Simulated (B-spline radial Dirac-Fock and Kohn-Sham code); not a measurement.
**How core holes in Kr⁴⁺ decay**

System: krypton as Kr⁴⁺ in the configuration [Ar] 3d10 4s2 4p2.

Input file task.json (cfg lists n, l and occupation; rrms is the nuclear radius in fm):

```json
{"items": [{
  "Z": 36,
  "q": 4,
  "cfg": [[1, 0, 2], [2, 0, 2], [2, 1, 6], [3, 0, 2], [3, 1, 6], [3, 2, 10], [4, 0, 2], [4, 1, 2]],
  "A": 84,
  "rrms": 4.1884,
  "do": ["binding", "quiet", "decay"],
  "holes": ["K", "L1", "L2", "L3", "M1", "M2", "M3", "M4", "M5", "N1"]
}]}
```

Launch: `python xray_run.py task.json out`

The computed values come from a B-spline atomic structure program: one-electron (LDA, Dirac) transition rates at Dirac-Fock energies.

Partial widths are in eV. Coster-Kronig decay leaves a hole in the same principal shell; its rates are the weakest part of the model, often 1.5 to 2.5 times too large and more for N holes. Holes without an open Auger channel, or with an unreliable SCF state, are not listed.

| hole | radiative | Auger | Coster-Kronig | total | fluorescence yield | lifetime (fs) |
| --- | --- | --- | --- | --- | --- | --- |
| 1s | 1.71 | 0.933 | 0 | 2.65 | 0.647 | 0.249 |
| 2s | 0.0171 | 0.766 | 5.43 | 6.21 | 0.00276 | 0.106 |
| 2p1/2 | 0.0261 | 1.09 | 0 | 1.12 | 0.0233 | 0.588 |
| 2p3/2 | 0.0255 | 1.16 | 0 | 1.18 | 0.0216 | 0.557 |
| 3s | 0.000148 | 0.0475 | 1.20 | 1.25 | 0.000118 | 0.528 |
| 3p1/2 | 0.000329 | 0.0208 | 1.18 | 1.20 | 0.000274 | 0.548 |
| 3p3/2 | 0.000297 | 0.0209 | 1.25 | 1.27 | 0.000234 | 0.517 |
| 3d3/2 | 3.66e-06 | 0.00110 | 0 | 0.00111 | 0.00331 | 595 |
| 3d5/2 | 3.49e-06 | 0.00105 | 0 | 0.00105 | 0.00331 | 624 |
